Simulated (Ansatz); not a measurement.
The same path of CH10AlN3 (15 atoms, charge 0, multiplicity 1) was run twice with different band settings. Lost on the way: Al1–H2, H5–N6. Made: H2–H5.

Method: Ansatz, UKS BLYP/def2-SVP.

Relaxed end points:

```xyz
15
Properties=species:S:1:pos:R:3
Al 0.573 -1.004 -0.053
H 1.997 -1.129 -0.802
N -0.754 -2.072 -0.738
N 0.402 -0.621 1.740
H 0.388 0.998 -1.756
N -0.102 0.821 -0.866
C -0.146 2.052 -0.027
H -1.576 -2.351 -0.193
H -0.540 -2.834 -1.390
H 1.105 -0.059 2.233
H 0.124 -1.372 2.382
H -1.051 0.507 -1.135
H -0.569 1.781 0.959
H 0.888 2.414 0.135
H -0.739 2.867 -0.491
```

```xyz
15
Properties=species:S:1:pos:R:3
Al -0.339 -0.831 0.481
H 1.665 0.291 -2.898
N -0.704 -2.353 -0.391
N 0.244 -0.858 2.175
H 1.190 0.296 -2.292
N -0.522 0.745 -0.377
C -0.024 2.066 0.009
H -0.916 -3.248 0.055
H -0.718 -2.465 -1.407
H 0.184 -0.081 2.836
H 0.673 -1.664 2.636
H -1.116 0.792 -1.211
H -0.836 2.786 0.273
H 0.630 1.979 0.901
H 0.589 2.547 -0.789
```

Common settings: movable images 5; climbing image yes; spring 5.0 eV/Å²; optimiser quadratic models (default); start path through a guess of the saddle point; iteration limit 60; end points relaxed.

| run | force threshold |
| --- | --- |
| 1 | 0.05 eV/Å |
| 2 | 0.5 eV/Å |

(1) What does each run give, and how far can it be trusted?

Results:

(1) Run 1: converged after 13 iterations, highest image 1.153 eV above the first end. A vibrational analysis at the climbing image gives one clearly imaginary mode, 1062i cm⁻¹: a first-order saddle point.
Run 2: converged after 5 iterations, highest image 1.239 eV above the first end. The threshold of 0.5 eV/Å is loose, so the images may lie well off the minimum-energy path. The order of the point at the top wasn't checked.
The orbitals were unrestricted but ended closed-shell.
